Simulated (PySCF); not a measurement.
**A small calculation by hand: chemical shift, span and skew from a shielding tensor**

CH4FNOSi2, SMILES F[Si@H]1N=CO[SiH2]1. Atoms are numbered in the order given.

```xyz
10

F     -0.5430     2.1897    -0.5244
Si    -0.4752     0.9111     0.4782
N     -1.4574    -0.4011    -0.1238
C     -0.8378    -1.4587    -0.4779
O      0.4950    -1.6854    -0.4099
Si     1.4629    -0.3917     0.2450
H     -0.9148     1.3824     1.8142
H     -1.3583    -2.3368    -0.8970
H      2.1154    -0.9292     1.4712
H      2.4864    -0.0531    -0.7807
```

The structure is a stationary point at r2SCAN-D4/def2-SVP. The structure was generated by enumeration; whether it is a known compound was not checked.

GIAO shieldings from PBE0/pcSseg-1 (PySCF), non-relativistic, no solvent. The symmetric part of the tensor of F1 has the principal values 305.1, 374.3, 414.8 ppm. The same nucleus in CFCl3 has σ = 167.2 ppm at this level (PySCF, at its B3LYP-D3(BJ)/def2-TZVP geometry).

Problem. Work out the isotropic shielding, the ¹⁹F shift against CFCl3, the span and the skew.

Solution. 
σ(iso) = (σ11 + σ22 + σ33)/3 = 364.7 ppm. δ = σ(ref) − σ(iso) = 167.2 − (364.7) = -197.5 ppm.
Span Ω = σ33 − σ11 = 109.7 ppm. Skew κ = 3(σ(iso) − σ22)/Ω = -0.26. Tumbling in solution averages the tensor to δ; in a static solid the shielding alone would spread this spin-1/2 line over Ω.
